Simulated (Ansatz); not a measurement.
`NB(F)[O][GeH3]` + H₂S → `NB(F)S` + `[OH][GeH3]`  (ligand exchange at a B–O bond)

Calculated with Ansatz (gas phase, PBE0-D4/def2-TZVP geometries, no zero-point term in ΔE). CCSD(T)/CBS is the MP2 limit (def2-TZVPP, def2-QZVPP) plus CCSD(T) − MP2 in def2-TZVPP, frozen cores. This one scheme is used for every species. Functionals use def2-TZVPP. For Ge outer-core shells are correlated without core-valence functions, which leaves a few kJ/mol of doubt a bond. Scalar relativity is left out up to krypton. Each species was taken in one conformer, which may not be the lowest.

CCSD(T)/CBS gives +73.7 kJ/mol.

Another level gave +76.9 kJ/mol. Which?
A. r2SCAN/def2-TZVPP
B. PBE/def2-TZVPP
C. CCSD(T)/def2-TZVPP
D. HF/def2-TZVPP

C. CCSD(T)/def2-TZVPP 76.9, PBE 59.7, r2SCAN 69.2, HF/def2-TZVPP 90.7 kJ/mol.

Largest T1 diagnostic among the species: 0.012.

In def2-TZVPP, CCSD(T) changes the Hartree–Fock value by −13.8 kJ/mol (the triples alone add −3.0 kJ/mol) and MP2 by −18.4 kJ/mol. From PBE to PBE0 (25 % exact exchange), in def2-TZVPP and without D4, ΔE moves by +5.8 kJ/mol.
